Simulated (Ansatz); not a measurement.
Born–Oppenheimer molecular dynamics of CH₅F₂NOSi (11 atoms, charge 0, multiplicity 1). It starts at the highest image of a converged band. Of that band: Neighbouring images differ by up to 3.5 eV, so the band resolves the path poorly. A vibrational analysis at the climbing image gives one clearly imaginary mode, 1589i cm⁻¹: a first-order saddle point.

The calculation used Ansatz 0.2.0, RKS B3LYP-D4/def2-SVP.

```json
{
 "ensemble": "NVE (velocity Verlet)",
 "time step": "0.5 fs",
 "steps asked": "200",
 "starting velocities drawn for": "100 K",
 "seed": "5146"
}
```

First frame:

```xyz
11
Properties=species:S:1:pos:R:3
N -0.476 -1.518 0.908
C 0.495 -0.202 0.792
F 1.671 -0.644 1.313
O 0.670 0.011 -0.561
Si 0.042 1.432 -1.176
F -1.578 1.286 -1.225
H -0.914 -1.776 0.021
H -0.048 -2.295 1.417
H -0.704 -0.477 1.428
H 0.368 2.600 -0.331
H 0.538 1.525 -2.566
```

(1) What does the run give?

(2) What happens to the structure?

(3) How do temperature and energy run in time?

Answers

(1) The run went to its last step.

```yaml
steps_done: 200
time_covered: 100 fs
mean_temperature_over_the_second_half: 1485 K
spread_of_the_potential_energy_over_the_second_half: 51.6 meV per atom
mean_potential_energy_of_the_second_half_above_the_start: -146.8 meV per atom
```

The conserved energy stayed within 2.3 meV per atom of its start (net change 0.094 meV per atom), so there is no drift, though single steps change it by up to 23 meV in the whole system, a sign of fast motions only just resolved. The system heated up, since it started high on the potential surface and ran downhill. A run of 0.1 ps of so small a system gives no equilibrium averages. The orbitals stay closed-shell, which can raise the energy where a bond breaks towards radicals; this wasn't checked here.

(2) The step under study would form N1–H9 and break C2–H9. These pairs go: N1–H9 1.19 → 2.49 Å, C2–H9 1.38 → 1.29 Å. In the last frame they stand as before the step (other bonds may differ from the relaxed reactants and products). These pairs come and go: their bonding changes 14 times, last at 90 of 100 fs, so the outcome isn't settled. It ends as one piece, CH5F2NOSi. Pairs count as bonded within 1.25 times the sum of covalent radii (0.12 Å more for H–H). Another seed would give other details.

(3) 
```json
{"time (fs)": "0.0", "T (K)": "100", "potential energy less start (eV)": "0.000", "conserved less start (meV/atom)": "0.00"}
{"time (fs)": "5.0", "T (K)": "78", "potential energy less start (eV)": "0.026", "conserved less start (meV/atom)": "0.02"}
{"time (fs)": "10.0", "T (K)": "374", "potential energy less start (eV)": "-0.317", "conserved less start (meV/atom)": "0.19"}
{"time (fs)": "15.0", "T (K)": "2629", "potential energy less start (eV)": "-2.950", "conserved less start (meV/atom)": "-0.76"}
{"time (fs)": "20.0", "T (K)": "1105", "potential energy less start (eV)": "-1.168", "conserved less start (meV/atom)": "0.06"}
{"time (fs)": "25.0", "T (K)": "565", "potential energy less start (eV)": "-0.538", "conserved less start (meV/atom)": "0.20"}
{"time (fs)": "30.0", "T (K)": "2615", "potential energy less start (eV)": "-2.931", "conserved less start (meV/atom)": "-0.41"}
{"time (fs)": "35.0", "T (K)": "773", "potential energy less start (eV)": "-0.781", "conserved less start (meV/atom)": "0.19"}
{"time (fs)": "40.0", "T (K)": "1249", "potential energy less start (eV)": "-1.337", "conserved less start (meV/atom)": "-0.02"}
{"time (fs)": "45.0", "T (K)": "2453", "potential energy less start (eV)": "-2.760", "conserved less start (meV/atom)": "-2.03"}
{"time (fs)": "50.0", "T (K)": "900", "potential energy less start (eV)": "-0.929", "conserved less start (meV/atom)": "0.09"}
{"time (fs)": "55.0", "T (K)": "2222", "potential energy less start (eV)": "-2.484", "conserved less start (meV/atom)": "-1.43"}
{"time (fs)": "60.0", "T (K)": "1696", "potential energy less start (eV)": "-1.860", "conserved less start (meV/atom)": "-0.23"}
{"time (fs)": "65.0", "T (K)": "1073", "potential energy less start (eV)": "-1.131", "conserved less start (meV/atom)": "0.06"}
{"time (fs)": "70.0", "T (K)": "1589", "potential energy less start (eV)": "-1.730", "conserved less start (meV/atom)": "0.19"}
{"time (fs)": "75.0", "T (K)": "702", "potential energy less start (eV)": "-0.697", "conserved less start (meV/atom)": "0.29"}
{"time (fs)": "80.0", "T (K)": "2350", "potential energy less start (eV)": "-2.627", "conserved less start (meV/atom)": "-0.91"}
{"time (fs)": "85.0", "T (K)": "1309", "potential energy less start (eV)": "-1.411", "conserved less start (meV/atom)": "-0.41"}
{"time (fs)": "90.0", "T (K)": "1408", "potential energy less start (eV)": "-1.523", "conserved less start (meV/atom)": "-0.08"}
{"time (fs)": "95.0", "T (K)": "1849", "potential energy less start (eV)": "-2.039", "conserved less start (meV/atom)": "-0.33"}
{"time (fs)": "100.0", "T (K)": "787", "potential energy less start (eV)": "-0.798", "conserved less start (meV/atom)": "0.09"}
```

The run took 10 min on 2 threads of Arm Neoverse V1, with other jobs on the host, peak memory 0.26 GiB.
